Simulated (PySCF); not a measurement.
## Multinuclear NMR of C$_{6}$H$_{10}$N$_{2}$Si

Geometry (Å), atoms numbered from 1 in this order:
```xyz
19

N    -2.421   -1.736    0.061
Si   -1.412   -0.702   -0.888
N    -2.357    0.714   -1.184
C     0.187   -0.059   -0.132
C     1.412   -0.689   -0.395
C     2.596   -0.239    0.189
C     2.572    0.857    1.050
C     1.365    1.501    1.323
C     0.185    1.045    0.736
H    -2.782   -1.405    0.949
H    -2.221   -2.729    0.096
H    -1.008   -1.564   -2.049
H    -3.304    0.618   -1.532
H    -1.912    1.550   -1.545
H     1.443   -1.545   -1.076
H     3.541   -0.742   -0.031
H     3.498    1.213    1.509
H     1.344    2.363    1.995
H    -0.758    1.557    0.947
```

Single conformer, no solvent model, relativity neglected, averaged over atoms made equivalent by symmetry, fast rotation or ring inversion. NMR shieldings at PBE0/pcSseg-1/GIAO; geometry from PBE0-D3(BJ)/def2-SVP; PySCF 2.14.

(1) What are the $^{29}$Si shifts?

(2) Predict the $^{15}$N NMR data.

Results:

(1) 
| atoms | environment | σ (ppm) | δ (ppm) |
| --- | --- | --- | --- |
| Si2 | silicon bonded to C, 2 N, H | 376.3 | -33.8 |

Shieldings were converted by a linear fit to measured shifts: $^{29}$Si: δ = 279.39 − 0.832σ (rms 9.7 ppm, 87 shifts, 23.4 ppm with the 5 outliers that the fit left out vs TMS, solution or neat liquid). Occasional misses reach two or three times the rms, and more in compound classes unlike the fitted ones.

On a 300 MHz spectrometer $^{29}$Si resonates near 59.6 MHz, so 1 ppm is 59.6 Hz.

(2) 
```json
{"atoms": "N1/N3", "environment": "nitrogen bonded to Si, 2 H", "σ (ppm)": "240.6", "δ (ppm)": "-370.8"}
```

Shieldings were converted by a linear fit to measured shifts: $^{15}$N (scatter 7.2 ppm rms vs CH3NO2, solution or neat liquid). A few per cent of atoms miss by over 2 rms, more outside the fitted compound classes.

On a 500 MHz spectrometer $^{15}$N resonates near 50.7 MHz, so 1 ppm is 50.7 Hz.
